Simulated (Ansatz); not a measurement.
`[OH][Mo]([F])(=[S])=[S]` + HCl → `[F][Mo](=[S])(=[S])[Cl]` + H₂O at 700 K and 1 bar (ligand exchange at a Mo–O bond).

Program: Ansatz. Geometries: PBE0-D4/def2-TZVP. ΔE: electronic, gas phase. CCSD(T)/CBS adds triple-zeta CCSD(T) − MP2 to the extrapolated MP2 energy (def2 sets, frozen cores). This one scheme is used for every species. Elements past krypton have def2 core potentials. For Mo outer-core shells are correlated without core-valence functions, which leaves a few kJ/mol of doubt a bond. One conformer a species, not always the lowest.

```
                  species  CCSD(T)/CBS energy (Eh)  H − E (kJ/mol)  S (J/(mol·K))
`[OH][Mo]([F])(=[S])=[S]`              -1039.41067           115.5          442.5
                      HCl               -460.38127            38.4          211.8
`[F][Mo](=[S])(=[S])[Cl]`              -1423.42718            78.8          438.8
                      H₂O                -76.37941            80.5          218.4
```

H − E and S are ideal-gas, rigid-rotor, harmonic terms from PBE0-D4/def2-TZVP, for one conformer and one mirror image of each species. 1 Eh = 2625.50 kJ/mol, R = 8.31446 J/(mol·K).

Problem. By hand: ΔE, ΔH, ΔS and ΔG.

Solution. ΔE = (-1423.42718) + (-76.37941) − (-1039.41067) − (-460.38127) = -0.01465 Eh = -38.5 kJ/mol. Δ(H − E) = 78.8 + 80.5 − 115.5 − 38.4 = 5.4, so ΔH = -33.1 kJ/mol. ΔS = 438.8 + 218.4 − 442.5 − 211.8 = 2.9 J/(mol·K). ΔG = -33.1 − 700 × (2.9)/1000 = -35.1 kJ/mol.

Problem. By hand: the equilibrium constant, and the temperature at which ΔG would vanish if ΔH and ΔS stayed fixed.

Solution. log₁₀ K = −ΔG/(RT ln 10) = 2.6. ΔH and −TΔS have one sign here, so there is no such temperature.

The number of gas molecules stays the same, so ΔS is small and ΔH decides. A doubt of 5 kJ/mol in ΔE shifts log₁₀ K by 0.4 here. Other conformers and mirror images would add mixing entropy, several J/(mol·K) or more a flexible species. These are equilibria of isolated gas molecules and say nothing of rates. Largest T1 diagnostic: 0.025 (customary marks: 0.02 for closed shells, 0.045 for open ones).

ΔS is within the doubt of such terms, so its sign, and with it that verdict, could turn.
